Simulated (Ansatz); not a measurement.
Four-centre ligand exchange

Start structure (BH$_{4}$SeBr, closed shell), relaxed at PBE0-D4/def2-TZVP:

B1  (-0.439, -0.807, 0.003)
Br2  (-1.374, -0.026, 1.575)
H3  (-1.139, -0.938, -0.962)
H4  (0.295, -1.714, 0.276)
H5  (1.580, 1.025, 0.555)
Se6  (0.973, 0.636, -0.728)
H7  (0.105, 1.824, -0.719)
(Å)

The step: BH₂Br ([BH2][Br]) + H₂Se → BH₃Se ([BH2][SeH]) + HBr; bonds formed: Br2–H5; dative contacts that become bonds: B1–Se6; bonds broken: B1–Br2, H5–Se6. Computed with Ansatz 0.2.0 (basis: def2-TZVPP and def2-QZVPP); correlated methods freeze the cores. Filled d shells of the heavier atoms are correlated. The def2 sets are not built for correlating such inner shells, so the correlated values are less sure here. Extrapolation: Hartree–Fock as exp(−7.88 √X), correlation as X^−2.97. Energies below are by CCSD(T) at an estimated basis limit (MP2 extrapolated from triple and quadruple zeta, plus CCSD(T) − MP2 in triple zeta).

Question: What are the electronic barrier and the energy of the step, from the start structure to the end structure? (An estimate is asked for; the value comes from the calculation.)

Answer: Computed: Barrier 18.58 kcal/mol; step energy 5.69 kcal/mol (uphill); reverse barrier, their difference, 12.89 kcal/mol. Barrier and step energy count from the start structure, the reverse barrier from the end structure.

The saddle point: One imaginary mode of 493i cm⁻¹.
| pair | start (Å) | saddle (Å) | end (Å) |
| --- | --- | --- | --- |
| B1–Se6 | 2.15 | 2.05 | 1.91 |
| Br2–H5 | 3.30 | 1.60 | 1.43 |
| B1–Br2 | 1.99 | 2.31 | 4.40 |
| H5–Se6 | 1.47 | 1.90 | 2.63 |

Zero-point energy (harmonic, PBE0-D4): ZPE is 24.54 kcal/mol at the start and 21.95 kcal/mol at the saddle, so the barrier goes from 18.58 to 15.99 kcal/mol.

T1 diagnostic: at most 0.011.

Labels in which every atom is bracketed show which atoms are joined, not bond orders.

For scale, one of the runs: CCSD(T)/def2-TZVPP, 183 basis functions, launched by `ansatz run in.yaml --threads 4 --pin off --events-out ev --progress --plain --max-ram 9574MiB`. Time: 52 s of wall clock on 4 CPU threads of an Arm Neoverse V2; the host was shared. Peak host memory: 1.9 GiB.
